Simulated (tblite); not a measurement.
C₂H₉GeNSi.
SMILES with atom numbers: `[CH2:1]=[CH:2][N:3]([SiH3:4])[GeH3:5]` (hydrogens: H6, H7 on C1; H8 on C2; H9, H10, H11 on Si4; H12, H13, H14 on Ge5)

Computed with GFN2-xTB (tblite), gas phase: L-BFGS steps from a force-field or distance-geometry start until the largest atomic force falls under 0.01 eV/Å.

The end geometry, which sets the zero of energy:
```
atom  x, y, z in Å
C1     -0.9482   -1.8141    0.7044
C2     -1.0708   -0.6161    0.1479
N3     -0.0384    0.2642   -0.1255
Si4    -0.4646    1.7830   -0.8656
Ge5     1.6854   -0.2257    0.3055
H6      0.0124   -2.2102    0.9989
H7     -1.8088   -2.4333    0.8805
H8     -2.0519   -0.2516   -0.1348
H9     -1.1175    1.5108   -2.1508
H10    -1.3830    2.4978    0.0275
H11     0.7843    2.5171   -1.0461
H12     2.5572    0.9136   -0.1060
H13     2.0566   -1.4726   -0.4408
H14     1.7867   -0.4634    1.7829
```

Question: These geometries come from the run, each turned onto the end geometry. Order them by energy, lowest first.
A.
```
atom  x, y, z in Å
C1     -0.9862   -1.8512    0.7148
C2     -1.1007   -0.6513    0.1631
N3     -0.0715    0.2377   -0.1176
Si4    -0.4491    1.7744   -0.8600
Ge5     1.6717   -0.1981    0.2923
H6     -0.0345   -2.2568    1.0123
H7     -1.8467   -2.4716    0.8918
H8     -2.0839   -0.3011   -0.1160
H9     -1.0693    1.5612   -2.1648
H10    -1.3348    2.5453    0.0086
H11     0.7945    2.5137   -1.0448
H12     2.5475    0.9305   -0.1149
H13     2.1117   -1.4166   -0.4431
H14     1.8508   -0.4166    1.7562
```
B.
```
atom  x, y, z in Å
C1     -0.9630   -1.8341    0.7118
C2     -1.0842   -0.6346    0.1543
N3     -0.0564    0.2513   -0.1194
Si4    -0.4614    1.7769   -0.8626
Ge5     1.6818   -0.2151    0.3007
H6     -0.0088   -2.2481    1.0116
H7     -1.8324   -2.4454    0.8817
H8     -2.0609   -0.2599   -0.1313
H9     -1.0907    1.5302   -2.1688
H10    -1.3580    2.5263    0.0293
H11     0.8074    2.4853   -1.0293
H12     2.5167    0.9463   -0.1264
H13     2.0890   -1.4477   -0.4533
H14     1.8204   -0.4319    1.7796
```
C.
```
atom  x, y, z in Å
C1     -1.0047   -1.8635    0.7175
C2     -1.1237   -0.6602    0.1592
N3     -0.0980    0.2358   -0.1205
Si4    -0.4338    1.7752   -0.8560
Ge5     1.7058   -0.1911    0.2942
H6     -0.0448   -2.2556    1.0115
H7     -1.8643   -2.4917    0.8991
H8     -2.1367   -0.3447   -0.0998
H9     -1.0669    1.5749   -2.1708
H10    -1.3330    2.5580    0.0021
H11     0.8088    2.5501   -1.0609
H12     2.6006    0.9667   -0.1249
H13     2.1268   -1.4362   -0.4576
H14     1.8634   -0.4179    1.7849
```
D.
```
atom  x, y, z in Å
C1     -1.0014   -1.8773    0.7244
C2     -1.1731   -0.6713    0.1536
N3     -0.0644    0.2134   -0.1056
Si4    -0.4276    1.8092   -0.8777
Ge5     1.7146   -0.1812    0.2939
H6     -0.0464   -2.2558    1.0119
H7     -1.8743   -2.4968    0.9004
H8     -2.1686   -0.3649   -0.0925
H9     -1.0661    1.5799   -2.1715
H10    -1.3374    2.5657    0.0039
H11     0.8122    2.5626   -1.0665
H12     2.6306    0.9928   -0.1333
H13     2.1342   -1.4562   -0.4709
H14     1.8671   -0.4205    1.8078
```
E.
```
atom  x, y, z in Å
C1     -0.9624   -1.8247    0.7063
C2     -1.0762   -0.6250    0.1524
N3     -0.0441    0.2545   -0.1207
Si4    -0.4584    1.7765   -0.8621
Ge5     1.6860   -0.2156    0.3014
H6     -0.0080   -2.2296    1.0041
H7     -1.8256   -2.4397    0.8802
H8     -2.0585   -0.2638   -0.1295
H9     -1.0980    1.5213   -2.1560
H10    -1.3640    2.5111    0.0264
H11     0.8058    2.4838   -1.0287
H12     2.5181    0.9475   -0.1270
H13     2.0769   -1.4553   -0.4495
H14     1.8078   -0.4414    1.7805
```

Answer: E (0.004 eV), B (0.009 eV), A (0.034 eV), C (0.096 eV), D (0.265 eV).

In the order of the answer:

```tsv
step	E above end (eV)	largest force (eV/Å)	rms force component (eV/Å)	rms distance from end (Å)	rms bond change (Å)	bond most changed (Å)
15	0.004	0.06	0.023	0.027	0.001	Si4–H11 -0.002
11	0.009	0.12	0.040	0.035	0.002	N3–Ge5 +0.005
6	0.034	0.20	0.081	0.056	0.006	Ge5–H13 -0.010
3	0.096	0.58	0.180	0.077	0.020	N3–Ge5 +0.056
0	0.265	2.42	0.559	0.092	0.035	N3–Si4 +0.067
```

What follows is the cost of the whole relaxation. Hardware: an Arm Neoverse V1 with one thread, no GPU, on a shared host. Cost: 0.21 s of wall time.
